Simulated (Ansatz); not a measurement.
Consider the ligand exchange at a Mg–N bond: `[SiH3][O][Mg][N]([SiH3])[SiH3]` + HCl → `[SiH3][O][Mg][Cl]` + `[SiH3]N[SiH3]`.

Gas-phase electronic energies from Ansatz, PBE0-D4/def2-TZVP geometries. CBS: MP2 limit from def2 TZ/QZ plus the TZ coupled-cluster correction, frozen cores. This one scheme is used for every species. Functionals use def2-TZVPP. For Mg outer-core shells are correlated without core-valence functions, which leaves a few kJ/mol of doubt a bond. One conformer a species, not always the lowest.

`[SiH3][O][Mg][N]([SiH3])[SiH3]`:

```xyz
15

Si   -1.897   -0.057    3.411
O    -1.116   -0.040    2.000
Mg   -0.249   -0.012    0.441
N     0.682    0.020   -1.229
Si   -0.213    0.507   -2.603
Si    2.329   -0.442   -1.200
H    -2.516   -1.390    3.670
H    -0.973    0.240    4.544
H    -2.988    0.960    3.438
H    -0.311   -0.545   -3.654
H     0.315    1.741   -3.252
H    -1.606    0.806   -2.131
H     2.626   -1.642   -2.033
H     2.658   -0.787    0.223
H     3.260    0.641   -1.626
```

HCl:

```xyz
2

Cl   -0.020    0.583   -0.262
H     0.020   -0.583    0.262
```

`[SiH3][O][Mg][Cl]`:

```xyz
7

Si    0.878    0.461   -0.810
O    -0.229   -0.121    0.211
Mg   -1.449   -0.762    1.338
Cl   -2.938   -1.544    2.712
H     0.319    0.599   -2.187
H     1.356    1.806   -0.376
H     2.064   -0.440   -0.888
```

`[SiH3]N[SiH3]`:

Cartesian coordinates in Å:
```
Si 1.557 0.106 0.032
N -0.001 -0.542 -0.328
Si -1.557 0.079 0.088
H 1.364 1.211 1.004
H 2.247 0.640 -1.175
H 2.443 -0.935 0.620
H -0.004 -1.369 -0.909
H -1.348 1.188 1.052
H -2.402 -0.977 0.708
H -2.300 0.599 -1.094
```

| level | ΔE (kcal/mol) |
| --- | --- |
| ωB97M-V | -26.1 |
| r2SCAN | -25.9 |
| r2SCAN0 | -26.9 |
| BHLYP | -28.9 |

Q: What does CCSD(T)/CBS give? (An estimate is asked.)

A: The calculation gave: -23.1 kcal/mol. The listed levels differ from it by -3.0, -2.8, -3.8, -5.8 kcal/mol.

Largest T1 diagnostic among the species: 0.011.

From r2SCAN to r2SCAN0 (25 % exact exchange), in def2-TZVPP and without D4, ΔE moves by −1.0 kcal/mol. At CCSD(T), def2-SVP lies −2.1 kcal/mol from the extrapolated value and def2-TZVPP −0.2 kcal/mol. The D4 term adds +1.9 kcal/mol with B3LYP and +1.1 kcal/mol with PBE0; it sums over pairs of atoms, weighted by their polarisabilities, and B3LYP, whose exchange is more repulsive, gets the larger term.

B3LYP here is the variant with VWN-RPA as its local correlation; programs differ in this.
